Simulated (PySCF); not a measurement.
A geometry optimisation on 3,3-dimethylbutylamine (`CC(C)(C)CCN`).

Method: PBE0-D3(BJ)/def2-SVP geometry optimisation, gas phase (PySCF 2.14.0). Start geometry: GFN2-xTB. The input is one job of a driver script: a line of settings, then coordinates in Å.

Input:
```
{"job": {"xc": "PBE0", "basis": "def2-SVP", "d3": "d3bj", "grid": 2, "kind": "geom"}, "charge": 0, "multiplicity": 1}
C     -1.236528    -1.631678     0.444728
C     -0.713548    -0.246588     0.046968
C     -1.063646     0.749444     1.154689
C     -1.393698     0.181601    -1.255264
C      0.810528    -0.355575    -0.136154
C      1.539184     0.934258    -0.540108
N      2.975249     0.771261    -0.699084
H     -1.009609    -2.363910    -0.327247
H     -2.314785    -1.606946     0.584511
H     -0.779540    -1.961841     1.375177
H     -0.546824     0.496435     2.077820
H     -2.134231     0.730186     1.347082
H     -0.790774     1.762441     0.871248
H     -1.115140    -0.481394    -2.071517
H     -1.119191     1.197927    -1.524944
H     -2.474815     0.144157    -1.139811
H      1.012733    -1.114077    -0.899739
H      1.246176    -0.713385     0.802697
H      1.152402     1.304510    -1.492033
H      1.388008     1.707092     0.216663
H      3.387121     0.443789     0.169361
H      3.170519     0.071680    -1.408638
```

Output:
```
step   0  E = -291.87204119  max force = 0.015467
step   1  E = -291.87400915  max force = 0.002790
step   2  E = -291.87404008  max force = 0.000489
step   3  E = -291.87404204  max force = 0.000095
optimisation converged
```

Energies in Eh; «max force» is the largest Cartesian gradient component in Eh/bohr.

Question: How much energy does the optimisation release, in eV?

Answer: E(step 0) − E(last step) = 0.002001 Eh, which is 0.054 eV.

Question: Give the first gradient maximum in eV/Å.

Answer: With 1 Eh/bohr = 51.422 eV/Å, 0.795 eV/Å.

In short: final energy -291.87404 Eh after 3 steps; dipole 1.28 D.

Question: Where do the atoms end?

Answer: 0.020 Å rms from the input after alignment:
```
atom  x, y, z in Å
C1    -1.6291   -1.6397    0.2798
C2    -1.1236   -0.2504   -0.1163
C3    -1.4773    0.7416    0.9954
C4    -1.8085    0.1737   -1.4186
C5     0.4025   -0.3329   -0.3062
C6     1.1346    0.9461   -0.7084
N7     2.5692    0.8082   -0.8721
H8    -1.3970   -2.3839   -0.4989
H9    -2.7209   -1.6371    0.4281
H10   -1.1628   -1.9797    1.2185
H11   -0.9697    0.4798    1.9378
H12   -2.5620    0.7394    1.1883
H13   -1.1929    1.7722    0.7338
H14   -1.5440   -0.5047   -2.2458
H15   -1.5289    1.1955   -1.7172
H16   -2.9043    0.1527   -1.3067
H17    0.6173   -1.1069   -1.0668
H18    0.8505   -0.7056    0.6341
H19    0.7206    1.3352   -1.6535
H20    0.9525    1.7353    0.0400
H21    2.9863    0.4674   -0.0070
H22    2.7721    0.0971   -1.5732
```

The run took 50 s of wall time on one thread of an Arm Neoverse V2, shared host with 192 logical CPUs at a one-minute load of 37, and the process peaked at 0.79 GiB of memory.
Labels such as C1 count atoms from 1, the log's own numbers from 0.
